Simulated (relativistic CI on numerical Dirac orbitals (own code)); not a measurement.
d5 in a ligand field

Computed with a parametric ligand-field model of a d^n configuration (Racah B and C, spin-orbit zeta, crystal field), exact diagonalisation.

Field parameters in Wybourne normalisation: Oh B⁴₀ = 21Dq, B⁴₄ = √(5/14) B⁴₀. The field is a parameter set, without covalency.

B = 300 cm⁻¹, C = 1400 cm⁻¹ (C/B = 4.67), Oh, no spin-orbit coupling. Tanabe-Sugano data, E/B above the lowest term (Δ = |10Dq|; b, c mark the second and third term of a kind):

```
 Δ/B    6A1    4T1    4T2  4T1(b)    2T2    2A2
 1.0   0.00  33.20  33.31   39.79  48.17  48.24
 5.0   0.00  30.85  32.80   41.90  44.42  46.34
 9.0   0.00  27.44  31.41   44.67  37.95  43.21
13.0   0.00  23.75  29.08   47.09  30.78  39.66
17.0   0.00  19.95  26.06   48.80  23.35  35.93
21.0   0.00  16.09  22.67   49.83  15.79  32.10
25.0   0.00  12.19  19.08   50.42   8.14  28.23
29.0   0.00   8.28  15.36   50.77   0.43  24.33
33.0   7.32  11.66  18.90   58.31   0.00  27.72
37.0  15.11  15.51  22.85   66.25   0.00  31.57
41.0  22.93  19.37  26.80   74.17   0.00  35.44
45.0  30.77  23.25  30.74   82.09   0.00  39.32
```

The ground term changes from 6A1 to 2T2 between Δ/B = 29.0 and 33.0.
